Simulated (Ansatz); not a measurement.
Two structures, one formula

The two ends of one reaction step of AlN3H8, closed shell (PBE0-D4/def2-TZVP).

A:

```xyz
12
angstrom
Al 0.0775 -0.0293 0.6439
H 0.8604 -0.8886 1.7489
N 0.6500 1.6488 0.2480
N -1.7043 -0.3200 0.4631
H 1.4262 -1.6984 -0.9494
N 0.7266 -0.9755 -1.0711
H 1.4998 2.0130 0.6522
H -0.0027 2.4131 0.1597
H -2.3451 0.4108 0.1932
H -2.1873 -0.9452 1.0900
H 1.0977 -0.2494 -1.6758
H -0.0988 -1.3796 -1.5026
```

B:

Al1  (-0.314, 0.520, -0.244)
H2  (1.666, -2.834, 1.496)
N3  (0.286, 2.171, -0.025)
N4  (-1.897, 0.051, 0.394)
H5  (1.454, -2.339, 0.975)
N6  (0.678, -0.678, -1.095)
H7  (1.073, 2.567, -0.510)
H8  (-0.108, 2.849, 0.605)
H9  (-2.597, 0.691, 0.730)
H10  (-2.219, -0.896, 0.492)
H11  (1.642, -0.551, -1.352)
H12  (0.335, -1.549, -1.465)
(Å)

Ansatz 0.2.0; basis: def2-TZVPP; cores frozen in the correlated methods. B3LYP uses VWN-RPA correlation.

Problem. Which structure is lower at CCSD(T), and by how much? (An estimate is asked for; the value comes from the calculation.)

Solution. The calculation gives: A, by 27.9 kJ/mol (electronic energy, against the other). By their contacts, A is AlN₃H₈ ([NH2][AlH]([NH2])[NH3]) and B is a complex of AlN₃H₆ ([NH2][Al]([NH2])[NH2]) + H₂.

All methods give the same order:

| method | E(B) − E(A) (kJ/mol) |
| --- | --- |
| SPW92 | 46.6 |
| PBE-D4 | 29.0 |
| BLYP-D4 | 16.0 |
| r2SCAN-D4 | 26.3 |
| B97M-V | 39.4 |
| PBE0-D4 | 34.4 |
| B3LYP-D4 | 21.8 |
| r2SCAN0-D4 | 31.2 |
| BHLYP-D4 | 28.5 |
| CAM-B3LYP-D4 | 25.9 |
| wB97X-V | 30.7 |
| wB97M-V | 28.8 |
| B2PLYP | 20.8 |
| PBE-QIDH | 33.2 |
| RPA on PBE | 27.3 |
| HF | 25.9 |
| MP2 | 21.8 |
| CCSD | 28.1 |
| CCSD(T) | 27.9 |

T1 diagnostic: at most 0.010.

Labels in which every atom is bracketed show which atoms are joined, not bond orders.

For scale, one of the runs: CCSD(T)/def2-TZVPP, 247 basis functions, launched by `ansatz run in.yaml --threads 4 --pin off --events-out ev --progress --plain --max-ram 9574MiB`. The run took 120 s on 4 CPU threads of an Arm Neoverse V1 (shared host), with 5.1 GiB of host memory at its peak.
